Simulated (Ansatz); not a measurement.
Computed with Ansatz on PBE0-D4/def2-TZVP structures; ΔE is electronic, products minus reactants. CCSD(T)/CBS is the MP2 limit (def2-TZVPP, def2-QZVPP) plus CCSD(T) − MP2 in def2-TZVPP, frozen cores. Functionals use def2-TZVPP. B3LYP here is the variant with VWN-RPA as its local correlation; programs differ in this. For Ge outer-core shells are correlated without core-valence functions, which leaves a few kJ/mol of doubt a bond. Scalar relativity is left out up to krypton. One conformer a species, not always the lowest.

Reaction (ligand exchange at the Al–C bond): `[CH3][AlH][CH]1CC1` + `[SH][GeH3]` → `[CH3][AlH][S][GeH3]` + `C1CC1`

| level | ΔE (kJ/mol) | difference from CCSD(T)/CBS |
| --- | --- | --- |
| PBE-D4 | -124.9 | 2.5 |
| r2SCAN-D4 | -129.0 | -1.6 |
| PBE0-D4 | -128.5 | -1.1 |
| B3LYP-D4 | -125.7 | 1.7 |
| ωB97X-V | -125.8 | 1.6 |
| ωB97M-V | -125.1 | 2.3 |
| B2PLYP | -125.9 | 1.5 |
| PBE | -123.6 | 3.8 |
| r2SCAN | -128.9 | -1.5 |
| PBE0 | -127.4 | 0.0 |
| B3LYP | -123.5 | 3.9 |
| HF/def2-TZVPP | -132.9 | -5.5 |
| MP2/def2-TZVPP | -128.6 | -1.2 |
| SCS-MP2/def2-TZVPP | -126.7 | 0.7 |
| CCSD/def2-TZVPP | -126.0 | 1.4 |
| CCSD(T)/def2-TZVPP | -125.9 | 1.5 |
| HF/def2-QZVPP | -131.4 | -4.0 |
| MP2/def2-QZVPP | -129.0 | -1.6 |
| SCS-MP2/def2-QZVPP | -127.2 | 0.2 |
| HF/CBS(def2) | -131.2 | -3.8 |
| MP2/CBS(def2) | -130.1 | -2.7 |
| CCSD/CBS(def2) | -127.5 | -0.1 |
| CCSD(T)/CBS | -127.4 | 0 |

Largest T1 diagnostic among the species: 0.011.

From PBE to PBE0 (25 % exact exchange), in def2-TZVPP and without D4, ΔE moves by −3.8 kJ/mol. In def2-TZVPP, CCSD(T) changes the Hartree–Fock value by +7.0 kJ/mol (the triples alone add +0.1 kJ/mol) and MP2 by +4.3 kJ/mol.
